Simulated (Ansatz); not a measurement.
`O=CC(O)[SiH3]` and `OC([SiH3])N[SiH3]` differ in one atom or group.

Ansatz, PBE0-D4/def2-TZVP geometries, multiplicity 1. Each molecule was computed in one conformer, which needn't be the lowest.

```
                                          property  `O=CC(O)[SiH3]`
                 LUMO energy (PBE/def2-TZVPP) / eV            -2.27
             HOMO energy (ωB97M-V/def2-TZVPP) / eV           -10.12
size of the dipole moment (ωB97M-V/def2-TZVPP) / D             2.29
             HOMO–LUMO gap (B3LYP/def2-TZVPP) / eV             6.15
             LUMO energy (ωB97M-V/def2-TZVPP) / eV             1.02
    size of the dipole moment (PBE/def2-TZVPP) / D             2.08
```

What does the change do to each property? (Estimate.)

Ansatz gave: 
| property | `OC([SiH3])N[SiH3]` | shift |
| --- | --- | --- |
| LUMO energy (PBE/def2-TZVPP) / eV | -0.73 | 1.54 |
| HOMO energy (ωB97M-V/def2-TZVPP) / eV | -9.34 | 0.78 |
| size of the dipole moment (ωB97M-V/def2-TZVPP) / D | 1.05 | -1.24 |
| HOMO–LUMO gap (B3LYP/def2-TZVPP) / eV | 6.73 | 0.58 |
| LUMO energy (ωB97M-V/def2-TZVPP) / eV | 1.69 | 0.67 |
| size of the dipole moment (PBE/def2-TZVPP) / D | 1.08 | -1.00 |

With PBE0 the HOMO rises by 0.76 eV and the LUMO rises by 1.28 eV, so the gap widens by about 0.52 eV. PBE moves the HOMO by 0.59 eV and ωB97M-V by 0.78 eV. Dipoles are sizes alone; their direction can turn.

B3LYP here is the variant with VWN-RPA as its local correlation; programs differ in this.
